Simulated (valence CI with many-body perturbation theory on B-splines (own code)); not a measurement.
# Sensitivity of CI+MBPT for Zr³⁴⁺

Calculated by configuration interaction combined with many-body perturbation theory (CI+MBPT): four valence electrons over a frozen Dirac-Fock core [He], radial functions for each j: 6 s, 6 p, 5 d, 3 f, 1 g, with the one-electron correlation potential Σ1, the two-electron term Σ2, the three-electron term Σ3, Breit, model QED; selected CI, second order for the rest, scaled by the run's own slope (own B-spline code, finite nucleus).

No measured spectrum was set against this ion. As an estimate, large intervals hold to a few tenths of a per cent, small ones and those within an open d or f shell to about a per cent.

The reference run has the lowest level (2s^2 2p1/2^2) J=0 and an ionisation energy of 4560.85 eV. Its largest variational space holds 11441 state functions.

Levels are named by their leading jj configuration (3d3/2^4 stands for four electrons in 3d with j = 3/2), which in mixed levels can hold well under half, so a name can repeat and another be missing. Letters in brackets count levels of one name in rising energy.

Changed runs:
A. lowest core n in screening and Σ2 1 → 3
B. highest l in the core sums 6 → 7
C. screening of Σ1 on → off
D. scale of Σ2 1 → -1 (bad on purpose)

Excitation energies of the reference run in cm⁻¹, and shifts in cm⁻¹:

| Level | Reference | B | C | D |
| --- | --- | --- | --- | --- |
| (2s^2 2p1/2 2p3/2) J=1 | 661544 | -0.2 | -0.2 | +575 |
| (2s^2 2p1/2 2p3/2) J=2 | 755680 | -0.2 | -0.2 | +160 |
| (2s^2 2p3/2^2) J=2 | 1483410 | -0.3 | -0.4 | +167 |
| (2s 2p1/2^2 2p3/2) J=2 | 1600410 | +1.3 | +1.2 | +1774 |
| (2s^2 2p3/2^2) J=0 | 1703500 | -0.2 | -0.4 | -1278 |
| (2s 2p1/2^2 2p3/2) J=1 | 1978340 | +1.3 | +1.1 | +3175 |
| (2s 2p1/2 2p3/2^2) J=2 [a] | 2277050 | +1.2 | +1.0 | +2034 |
| (2s 2p1/2 2p3/2^2) J=3 | 2453020 | +1.2 | +1.0 | +2210 |
| (2s 2p1/2 2p3/2^2) J=0 | 2648660 | +1.2 | +0.9 | +1414 |
| (2s 2p1/2 2p3/2^2) J=1 [a] | 2712610 | +1.2 | +0.9 | +3526 |
| (2s 2p1/2 2p3/2^2) J=2 [b] | 2786740 | +1.2 | +0.9 | +4097 |
| (2s 2p1/2 2p3/2^2) J=1 [b] | 2849480 | +1.2 | +0.9 | +5257 |
| Ionisation energy (eV) | 4560.85 | -0.00032 | -0.0016 | +0.08 |

Run A: It gave no result: the setting left no core shell for the response of the core. The program said: "need at least one array to concatenate".
